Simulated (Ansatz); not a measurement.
**InCl2O (SMILES [O][In]([Cl])[Cl]): methods side by side**

InCl2O: 4 atoms, total charge 0, spin state doublet. As SMILES, `[O][In]([Cl])[Cl]`. Geometry: optimised at wB97X-V/def2-SVP.

| atom | x (Å) | y (Å) | z (Å) |
| --- | --- | --- | --- |
| O | 0.6129 | 1.0254 | 1.6862 |
| In | 0.0333 | 0.0187 | 0.0498 |
| Cl | 0.7421 | -2.1591 | -0.2570 |
| Cl | -1.3327 | 1.0547 | -1.4994 |

Each level gives the dissociation energy of the Cl3–In2 bond into doublet Cl and singlet InClO (shapes relaxed at wB97X-V/def2-SVP, no zero-point term) (eV). The values are calculated.

```
                              level                    kind  program  value (eV)  less CCSD(T)/def2-SVP  CPU time (all runs)
      UHF/def2-SVP (core potential)            Hartree–Fock   Ansatz        3.81                  +1.21                  7 s
    UBLYP/def2-SVP (core potential)                     GGA   Ansatz        2.25                  -0.35                9.3 s
 U-r2SCAN/def2-SVP (core potential)                meta-GGA   Ansatz        2.81                  +0.21                 14 s
 UPBE0-D4/def2-SVP (core potential)           global hybrid   Ansatz        2.92                  +0.32                8.4 s
U-wB97M-V/def2-SVP (core potential)  range-separated hybrid   Ansatz        3.01                  +0.41                 31 s
  UB2PLYP/def2-SVP (core potential)           double hybrid   Ansatz        2.48                  -0.12                 13 s
  RPA@PBE/def2-SVP (core potential)                     RPA   Ansatz        2.14                  -0.46                 13 s
     UMP2/def2-SVP (core potential)     perturbation theory   Ansatz        2.41                  -0.19                7.3 s
 UCCSD(T)/def2-SVP (core potential)   coupled cluster or CI   Ansatz        2.60                   0.00                 18 s
```

UCCSD(T)/def2-SVP (core potential) is the highest level here, not the true value. Spin-orbit coupling, which can split open shells on such heavy atoms by tenths of an eV, is left out. The values span 2.14 to 3.81 eV. A fragment with an even electron count was run as a singlet and may have a lower triplet. Measured bond enthalpies also hold zero-point and thermal terms, a few tenths of an eV less. In the correlated wave-function rows the outer d shell of In is correlated, in sets not made for it. Times are those of the runs behind each value, whatever else they computed, on shared processors of several kinds: orders of magnitude only.
